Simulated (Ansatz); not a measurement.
Ansatz (a program for electronic structure) input (CAM-B3LYP/def2-TZVPD):

Ansatz 0.2 input:
```yaml
crystal:
  periodic: [false, false, false]
  atoms:
    - {symbol: C, position_ang: [-0.00000000, -0.00000000, -1.28727519]}
    - {symbol: C, position_ang: [0.00000000, 0.00000000, 0.00000000]}
    - {symbol: C, position_ang: [0.00000000, 0.00000000, 1.28727519]}
basis:
  gaussian:
    orbitals: def2-TZVPD
hamiltonian:
  xc: {name: CAM-B3LYP}
magnetization: {spin_polarized: true, initial_magnetization: 2}
```

Output:

```
Functional definition: CAM-B3LYP
integrals: 0.02 GiB planned
522 factors; their error is unknown
integrals: 0.05 GiB planned
168 factors; integrals over basis functions are off by at most 3.2e-5 eV
mean field: 0.37 GiB planned
mean field evaluation 1: about -3097.8749 eV, gradient 2.1e1 eV
mean field evaluation 2: about -3098.0519 eV, gradient 2.0e1 eV
mean field evaluation 4: about -3100.0215 eV, gradient 8.4e-1 eV
mean field evaluation 8: about -3100.0436 eV, gradient 2.4e-2 eV
mean field evaluation 16: about -3100.1081 eV, gradient 5.6e-1 eV
mean field evaluation 32: about -3100.0348 eV, gradient 4.2e-2 eV
mean field -3100.20053069 eV, -113.9302681115 hartree, gradient 2.1e-5 eV, S^2 2.085987; 6 other end points of the search recorded, 0 dependent functions left out
reference -3100.20062705 eV, -113.9302716525 hartree; 10, 8 occupied and 101, 103 virtual orbitals, 522 factors
Total energy: -3100.20062705 eV, -113.9302716525 hartree
```

This state (charge 0, triplet) is run at the relaxed geometry of the species with charge 0 and multiplicity 1, and is a spin state other than that species' own.
